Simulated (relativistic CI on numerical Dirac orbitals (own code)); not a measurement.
# Ti4+ in a cubic cluster: 1s photoemission with charge transfer

Computed with a charge-transfer multiplet model of a cubic metal-ligand cluster with up to 2 ligand holes, Slater and spin-orbit integrals from Dirac-Coulomb-Breit ions, Slater integrals scaled by 0.7. The parameters are those of a tetrahedral site (10Dq negative, t2 hopping the larger). The ground state mixes d0 with configurations of k ligand holes L, whose averages lie at kΔ + k(k − 1)U_dd/2; a core hole lowers each added d electron by U_cd. 20 K, Lorentzian 1.1 eV and Gaussian 0.6 eV FWHM.

Atomic integrals in eV (Slater integrals scaled, ζ unscaled), ground: F2dd 5.756, F4dd 3.579, zeta_d 0.013; with the core hole: F2dd 5.756, F4dd 3.579, zeta_d 0.030, G2cd 0.034. Where a configuration has fewer than two d electrons, the dd integrals are those of d2.

Cluster parameters (eV): Δ = 0.7, U_dd = 4.8, U_cd = 6, 10Dq = -0.3, 10Dq(ligand) = 0, final-state hopping factor = 1.

```
                              Case   n_d    d0   d1L  d2L2     S
V(eg) = 0.28 eV, V(t2g) = -0.47 eV  0.47  0.55  0.42  0.02  0.00
V(eg) = 0.58 eV, V(t2g) = -0.98 eV  0.67  0.41  0.51  0.08  0.00
V(eg) = 0.88 eV, V(t2g) = -1.49 eV  0.78  0.34  0.54  0.12  0.00
   V(eg) = 1.18 eV, V(t2g) = -2 eV  0.85  0.31  0.54  0.16  0.00
V(eg) = 1.48 eV, V(t2g) = -2.51 eV  0.90  0.28  0.54  0.18  0.00
```

Weights, n_d and S are thermal averages at 20 K. Binding energies count from the first peak over 30 % of the highest in each spectrum, which can be another peak from case to case. The parameters are a model scan and need not match a compound or its usual spin state. Peaks in eV (height, largest 100):
- V(eg) = 0.28 eV, V(t2g) = -0.47 eV: 0.0 (100), 3.5 (69), 7.8 (93)
- V(eg) = 0.58 eV, V(t2g) = -0.98 eV: 0.0 (100), 3.6 (7), 6.5 (31), 10.9 (13)
- V(eg) = 0.88 eV, V(t2g) = -1.49 eV: 0.0 (100), 9.2 (19)
- V(eg) = 1.18 eV, V(t2g) = -2 eV: 0.0 (100), 11.6 (13)
- V(eg) = 1.48 eV, V(t2g) = -2.51 eV: 0.0 (100), 14.0 (9)

A d0 ion has no d-d gap: its lowest excitations are ligand-to-metal charge transfer. With the core hole the average of the configuration with one ligand hole lies at Δ − U_cd = -5.3 eV before mixing: the effective hopping of about 5.2 eV (from the holes of the mixed ground state) is comparable with this gap or larger, so the configurations mix strongly.

With at most 2 ligand holes the space is cut while the next configuration still counts, so covalency is underestimated, and a final configuration with one more ligand hole, which can lie low, is missing from the spectra.
